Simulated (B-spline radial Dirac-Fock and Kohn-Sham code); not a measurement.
Yb 4d5/2: cross section and angular parameters

System: the free ytterbium atom, [Xe] 4f14 6s2; threshold 182.4 eV (tabulated edge). Calculated with a radial atomic solver, using Dirac-Hartree-Slater photoionisation with a Latter tail; cross sections with all multipoles, angular parameters from the dipole term and its interference with E2.

For linearly polarised light dσ/dΩ = σ/(4π) [1 + β P₂(cos θ) + (δ + γ cos²θ) sin θ cos φ], with θ from the polarisation vector and φ the angle between the beam and the projection of the electron momentum on the plane normal to the polarisation.

```
hν (eV)  σ (kb)       β       γ       δ
    206     639   0.279   0.020  -0.001
    211     566   0.609   0.025  -0.002
    256     189   0.399  -0.234   0.064
    300     211  -0.969  -0.352   0.161
    414     384  -0.029   0.078   0.103
    628     380   0.771   0.150   0.024
   1000     222   1.164  -0.015   0.003
 1253.6     152   1.262  -0.044   0.007
   1480     111   1.308  -0.031   0.013
   1580    97.1   1.321  -0.017   0.015
   1940    62.3   1.344   0.056   0.024
 2984.4    21.8   1.325   0.332   0.048
   3050    20.6   1.322   0.350   0.049
   3350    16.0   1.307   0.429   0.056
   3770    11.6   1.284   0.534   0.066
   4280    8.13   1.254   0.654   0.078
   4420    7.41   1.246   0.686   0.081
 8047.8    1.18   1.053   1.302   0.168
   8250    1.09   1.044   1.328   0.173
 9251.7   0.747   1.001   1.446   0.197
   9910   0.594   0.975   1.516   0.212
  13600       ?       ?       ?       ?
  15000   0.141   0.811   1.929   0.330
```

Task: Give the values at 13600 eV.

Result: σ = 0.200 kb, β = 0.850, γ = 1.835, δ = 0.298.
